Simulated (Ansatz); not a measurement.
All numbers were calculated with Ansatz.

A structure relaxed at PBE0-D4/def2-TZVP, charge 0, multiplicity 1:

```xyz
19

O    -0.861    2.254    0.437
C    -0.683    1.108   -0.383
C     0.818    0.947   -0.617
C     1.442    0.014    0.408
C     0.882   -1.406    0.258
C    -0.577   -1.395   -0.218
C    -1.286   -0.139    0.265
H    -1.786    2.300    0.693
H    -1.172    1.279   -1.353
H     1.271    1.940   -0.586
H     0.988    0.552   -1.624
H     2.530    0.004    0.312
H     1.227    0.401    1.408
H     1.492   -1.976   -0.449
H     0.955   -1.929    1.216
H    -1.097   -2.292    0.127
H    -0.617   -1.425   -1.312
H    -2.361   -0.187    0.065
H    -1.167   -0.048    1.351
```

(1) Give its formula and SMILES.

(2) Point group (tolerance 0.08 Å, 0.16 Å for H)?

(3) Summarise the bond lengths by kind.

Answers

(1) C6H12O, `OC1CCCCC1`.

(2) C1.

(3) 1 × C–O 1.420 Å; 1 × H–O 0.961 Å; 6 × C–C 1.519 to 1.534 Å; 11 × C–H 1.092 to 1.100 Å.
